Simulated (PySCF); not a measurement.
Species: C6H6F3O (doublet state).
Z-matrix (Å and degrees, GFN2-xTB geometry), rows numbered from 1:
```
C 
O   1  1.3162
C   2  1.3247  1  122.64
C   3  1.3676  2  123.61  1   179.50
C   4  1.5004  3  119.96  2  -173.89
C   4  1.4360  3  124.42  2     3.74
F   6  1.3585  4  114.89  3  -159.80
C   6  1.3457  4  130.64  3    22.32
F   8  1.3313  6  123.61  4  -178.96
F   8  1.3284  6  126.14  4     3.99
H   1  1.0765  2  121.36  3     0.50
H   1  1.0700  2  115.64  3   179.90
H   3  1.0860  2  117.00  1     1.36
H   5  1.0896  4  110.22  3   117.17
H   5  1.0891  4  110.42  3  -124.42
H   5  1.0851  4  110.81  3    -3.52
```

The hyperfine couplings belong to this conformer and change with its torsions.

As a line formula: `[CH2]O/C=C(/C)C(F)=C(F)F` [radical].

Level of theory: UKS B3LYP, pcH-1 on C F H O, non-relativistic, mean-field spin-orbit, GIAO (PySCF 2.14.0). Geometry: GFN2-xTB, one conformer, isolated molecule. Couplings are sensitive to structure, and on GFN2-xTB geometries they can be far from those on DFT ones. The frame is twisted about the C4–C6 bond at this geometry (dihedral C5–C4–C6–F7 = 18°); couplings at other torsion angles weren't computed. Stability of the SCF solution: not tested.

Principal values of hyperfine tensors in MHz (contact and dipolar terms together), for some of the nuclei:

```csv
atom,isotope,A1,A2,A3
C1,13C,2.30,4.52,226.46
H12,1H,-97.45,-61.68,-26.48
H11,1H,-96.53,-60.31,-25.30
H14,1H,15.98,16.13,18.79
H15,1H,13.83,13.98,16.64
C4,13C,1.84,2.99,38.89
F9,19F,-8.50,-5.11,56.04
C3,13C,-27.30,-8.72,-4.11
```

Split each tensor into its isotropic and traceless parts, and turn a_iso into mT with g = 2.0030.

a_iso is a third of the trace, T = A − a_iso, and a(mT) = a(MHz)/(g × 13.996).

| atom | a_iso (MHz) | a_iso (mT) | T1 | T2 | T3 |
| --- | --- | --- | --- | --- | --- |
| C1 | 77.76 | 2.774 | -75.46 | -73.24 | 148.70 |
| H12 | -61.87 | -2.207 | -35.58 | 0.19 | 35.39 |
| H11 | -60.71 | -2.166 | -35.82 | 0.41 | 35.41 |
| H14 | 16.97 | 0.605 | -0.99 | -0.84 | 1.82 |
| H15 | 14.81 | 0.528 | -0.99 | -0.84 | 1.83 |
| C4 | 14.57 | 0.520 | -12.73 | -11.58 | 24.31 |
| F9 | 14.14 | 0.504 | -22.64 | -19.25 | 41.90 |
| C3 | -13.37 | -0.477 | -13.92 | 4.66 | 9.26 |

What spin density at the nucleus of H12 lies behind its contact coupling (g_N = 5.58569)?

a_FC = 800.24 MHz bohr³ × g_N × ρ(0)/(2S). With a_FC = -61.87 MHz and 2S = 1, ρ(0) = -0.01384 bohr⁻³. In magnitude that is 4.3 % of the 1/π = 0.318 of a free hydrogen atom.

O2 (17O, g_N = -0.75752) isn't in the table. Its spin density at the nucleus is 0.02288 bohr⁻³. What is its contact coupling?

By the same relation, a_FC = -13.87 MHz. Its full tensor has the principal values -63.13, 9.69, 11.83 MHz.

Which nucleus of the table has the largest anisotropic coupling, and what is its form?

C1: -75.5, -73.2, 148.7 MHz, axial, in the ratio −1:−1:+2, the form that spin in one p orbital centred on that nucleus gives.

What first-order splitting does H11 cause when the field lies along A1, A2 or A3 of its tensor (g taken as isotropic, no quadrupole term)?

2 lines (I = 1/2), spaced by |A_i|/(g × 13.996): 3.44, 2.15, 0.90 mT along the axes of A1, A2 and A3.

Time: 1.7 min (grids of density and orbitals included); peak memory 1.2 GiB. Hardware: an Arm Neoverse V1 with one thread, on a shared host.
